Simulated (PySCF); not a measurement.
Method: ωB97X-D3(BJ)/def2-TZVP // PBE0-D3(BJ)/def2-TZVP in PySCF. Gas-phase values, no solvent. One relaxed conformer stands for a flexible species; it need not be the lowest. Delta-SCF ions had no search for a lower state. Excitations are Tamm–Dancoff values on a coarser integration grid. The basis has no diffuse functions, so Rydberg states are missing or too high.

Reference species (SMILES): `BB=C=N` (neutral, multiplicity 1).

```yaml
vertical ionisation energy (Delta-SCF): 8.51 eV
T1 excitation (TDA): 0.79 eV
S1 oscillator strength: 0.000
```

Changed species: `C=BN=B`.

### Question
Give the shifts of the vertical ionisation energy (Delta-SCF), T1 excitation (TDA) and S1 oscillator strength.

### Answer
the vertical ionisation energy (Delta-SCF) falls by 0.53 eV, to 7.98 eV; the T1 excitation (TDA) rises by 2.16 eV, to 2.95 eV; the S1 oscillator strength hardly moves.
